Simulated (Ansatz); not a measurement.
The cluster Ca3Se3, relaxed as a singlet with RKS PBE0-D4/def2-SVP in Ansatz, starting from the GFN1-xTB geometry. Force threshold 0.02 eV/Å.

The restricted singlet is unstable towards broken spin symmetry at other levels; at PBE0-D4/def2-SVP this wasn't settled. Another isomer (singlet) lies 2.46 eV lower at PBE0-D4/def2-TZVP; other spin states weren't run for this one.

Start:

```csv
atom,x (Å),y (Å),z (Å)
Ca1,-1.0708,1.0636,1.0975
Ca2,-1.4388,-1.1893,-3.2363
Ca3,1.8251,-0.3087,0.8422
Se4,-0.5365,-1.3598,-0.1800
Se5,0.9025,1.1709,2.7649
Se6,0.3186,0.6233,-1.2883
```

Problem. Estimate the energy that the relaxation releases and the steps that it takes.

Solution. 0.60 eV, in 14 steps; 2.5 min on 2 threads of AMD EPYC 7R13 on a shared host. No frequencies were taken in this run, so the end may be a saddle point.

Problem. Does the start keep its bonding and symmetry?

Solution. By distances, no bond broke or formed, bridged metal pairs apart. The bond that changes most is Ca1–Se4, from 2.79 to 3.04 Å (atoms count from 1). Metal–metal contacts that move far: Ca1–Ca2 4.90 to 3.48 Å. Point group Cs at the start, Cs at the end, both within 0.05 Å.

Problem. Predict the relaxed structure.

Solution. 
```
atom    x (Å)    y (Å)    z (Å)
 Ca1  -1.2856   0.8986   0.6229
 Ca2  -1.9182  -0.5623  -2.4702
 Ca3   1.9580  -0.2222   1.0989
 Se4  -0.0350  -1.6801  -0.3871
 Se5   0.4710   1.2704   2.6289
 Se6   0.8098   0.2956  -1.4934
```
Bond lengths (bridged metal pairs left out): 8 × Ca–Se 2.60 to 3.04 Å; 1 × Se–Se 2.42 Å.
